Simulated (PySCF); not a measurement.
# Sm⁺ (samarium, charge +1): UHF calculation

Configuration: [Xe] 4f6 6p1, one real determinant (an excited configuration). Calculation: PySCF 2.14, in cc-pVDZ-X2C (8s7p5d3f1g, 84 functions); the spin-free X2C one-electron Hamiltonian (Gaussian nucleus).

```
Total energy                                                  : -10422.452310 hartree
One-electron energy                                           : -14234.8052 hartree
Hartree (Coulomb) energy                                      : 4047.4366 hartree
Exchange energy                                               : -235.0837 hartree
⟨S²⟩                                                          : 15.7575
⟨L²⟩                                                          : 14.014
Sum of ⟨r⟩                                                    : 40.38 bohr
Sum of ⟨r²⟩                                                   : 71.15 bohr²
Traceless quadrupole moment −½Σ⟨3z² − r²⟩ along its main axis : -12.1 e·bohr²
Langevin diamagnetic susceptibility                           : -56.4 ×10⁻⁶ cm³/mol
```

```json
{"shell": "1s α", "electrons": "1", "mean orbital energy (eV)": "-47068.3", "spread (eV)": "0", "rms radius, mean of both spins (bohr)": "0.0259"}
{"shell": "1s β", "electrons": "1", "mean orbital energy (eV)": "-47068.2", "spread (eV)": "0", "rms radius, mean of both spins (bohr)": "0.0259"}
{"shell": "2s α", "electrons": "1", "mean orbital energy (eV)": "-7813.2", "spread (eV)": "0", "rms radius, mean of both spins (bohr)": "0.105"}
{"shell": "2s β", "electrons": "1", "mean orbital energy (eV)": "-7813.0", "spread (eV)": "0", "rms radius, mean of both spins (bohr)": "0.105"}
{"shell": "2p α", "electrons": "3", "mean orbital energy (eV)": "-6973.6", "spread (eV)": "0.205", "rms radius, mean of both spins (bohr)": "0.0941"}
{"shell": "2p β", "electrons": "3", "mean orbital energy (eV)": "-6973.5", "spread (eV)": "0.200", "rms radius, mean of both spins (bohr)": "0.0941"}
{"shell": "3s α", "electrons": "1", "mean orbital energy (eV)": "-1767.2", "spread (eV)": "0", "rms radius, mean of both spins (bohr)": "0.271"}
{"shell": "3s β", "electrons": "1", "mean orbital energy (eV)": "-1763.9", "spread (eV)": "0", "rms radius, mean of both spins (bohr)": "0.271"}
{"shell": "3p α", "electrons": "3", "mean orbital energy (eV)": "-1498.3", "spread (eV)": "0.702", "rms radius, mean of both spins (bohr)": "0.272"}
{"shell": "3p β", "electrons": "3", "mean orbital energy (eV)": "-1494.6", "spread (eV)": "1.238", "rms radius, mean of both spins (bohr)": "0.272"}
{"shell": "3d α", "electrons": "5", "mean orbital energy (eV)": "-1128.9", "spread (eV)": "0.488", "rms radius, mean of both spins (bohr)": "0.250"}
{"shell": "3d β", "electrons": "5", "mean orbital energy (eV)": "-1125.0", "spread (eV)": "1.164", "rms radius, mean of both spins (bohr)": "0.250"}
{"shell": "4s α", "electrons": "1", "mean orbital energy (eV)": "-382.41", "spread (eV)": "0", "rms radius, mean of both spins (bohr)": "0.616"}
{"shell": "4s β", "electrons": "1", "mean orbital energy (eV)": "-373.18", "spread (eV)": "0", "rms radius, mean of both spins (bohr)": "0.616"}
{"shell": "4p α", "electrons": "3", "mean orbital energy (eV)": "-291.70", "spread (eV)": "0.540", "rms radius, mean of both spins (bohr)": "0.654"}
{"shell": "4p β", "electrons": "3", "mean orbital energy (eV)": "-281.38", "spread (eV)": "2.192", "rms radius, mean of both spins (bohr)": "0.654"}
{"shell": "4d α", "electrons": "5", "mean orbital energy (eV)": "-161.09", "spread (eV)": "2.264", "rms radius, mean of both spins (bohr)": "0.726"}
{"shell": "4d β", "electrons": "5", "mean orbital energy (eV)": "-147.54", "spread (eV)": "2.410", "rms radius, mean of both spins (bohr)": "0.726"}
{"shell": "5s α", "electrons": "1", "mean orbital energy (eV)": "-62.318", "spread (eV)": "0", "rms radius, mean of both spins (bohr)": "1.53"}
{"shell": "5s β", "electrons": "1", "mean orbital energy (eV)": "-58.327", "spread (eV)": "0", "rms radius, mean of both spins (bohr)": "1.53"}
{"shell": "5p α", "electrons": "3", "mean orbital energy (eV)": "-37.579", "spread (eV)": "0.392", "rms radius, mean of both spins (bohr)": "1.78"}
{"shell": "5p β", "electrons": "3", "mean orbital energy (eV)": "-34.490", "spread (eV)": "0.743", "rms radius, mean of both spins (bohr)": "1.78"}
{"shell": "4f α", "electrons": "6", "mean orbital energy (eV)": "-20.649", "spread (eV)": "1.639", "rms radius, mean of both spins (bohr)": "1.06"}
{"shell": "6p α", "electrons": "1", "mean orbital energy (eV)": "-7.561", "spread (eV)": "0", "rms radius, mean of both spins (bohr)": "5.55"}
```

⟨L²⟩ = 14.01 against 20 for a pure G term, so this real determinant mixes terms. Spin-orbit coupling, absent here, splits the open shell strongly.

Densities and radii are taken from the X2C orbitals without a picture-change correction, which distorts them close to the nucleus.

Spin-orbit constants ζ (cm⁻¹) from the X2C one-electron operator on these orbitals: bare nucleus, nucleus screened by l(l+1)(2l+1)/3 electrons, and screened by the Breit-Pauli mean field of the electrons.

| shell | bare | screened nucleus | mean field |
| --- | --- | --- | --- |
| 2p | 3140000 | 3039000 | n/a |
| 3p | 642600 | 621900 | n/a |
| 3d | 100100 | 83990 | n/a |
| 4p | 137600 | 133100 | n/a |
| 4d | 17870 | 14990 | n/a |
| 4f | 2327 | 1276 | n/a |
| 5p | 18120 | 17540 | n/a |
| 6p | 1063 | 1028 | n/a |

To first order the Landé constant is A = 173.4 cm⁻¹, so the lowest level has J = 1/2 and lies 0.376 eV below the centre of the term. This holds in LS coupling only.
